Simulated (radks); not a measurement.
Results of a calculation; reference values are marked as such.
Fractional charge and spin in the 5p shell of europium: the spin-up occupation runs from 2 to 3 and the spin-down occupation from 2 to 3; the fullest corner is Eu, [Kr] 4d10 4f(up 3.5, down 3.5) 5s2 6s2 5p(up 3, down 3). Code: a radial shooting solver on a logarithmic mesh with Libxc functionals. Model: scalar-relativistic Kohn-Sham, r2SCAN, spin-polarised, spherical densities, finite nucleus; meta-GGA in the generalised Kohn-Sham scheme; Fermi nuclear charge, rms radius of each element as measured or else 0.836 A^(1/3) + 0.57 fm. Energy (eV) above the fullest corner. The planes named below are the two flat planes that join the four corners, with an edge along up + down = one added electron.

\begin{tabular}{lrrrrr}
down \ up & 2 & 2.25 & 2.5 & 2.75 & 3 \\ \hline
2 & 70.316 & 59.054 & 48.481 & 38.588 & 29.366 \\
2.25 & 59.054 & 48.569 & 38.758 & 29.611 & 21.116 \\
2.5 & 48.481 & 38.758 & 29.693 & 21.273 & 13.484 \\
2.75 & 38.588 & 29.611 & 21.273 & 13.559 & 6.453 \\
3 & 29.366 & 21.116 & 13.484 & 6.453 & 0.000 \\
\end{tabular}

Corners above the fullest one (they belong to Eu+ and the next ion): (up 3, down 2) 29.366 eV, (up 2, down 3) 29.366 eV, (up 2, down 2) 70.316 eV. With half an added electron in each spin the energy lies 0.327 eV from the planes, and with half an added electron in spin up alone -1.360 eV. The planes are only a guide here: the flat-plane condition holds for ground states with one frontier orbital, while this shell lies below other occupied shells, so the corners above the fullest one are inner-hole states and not the ground states of those ions.
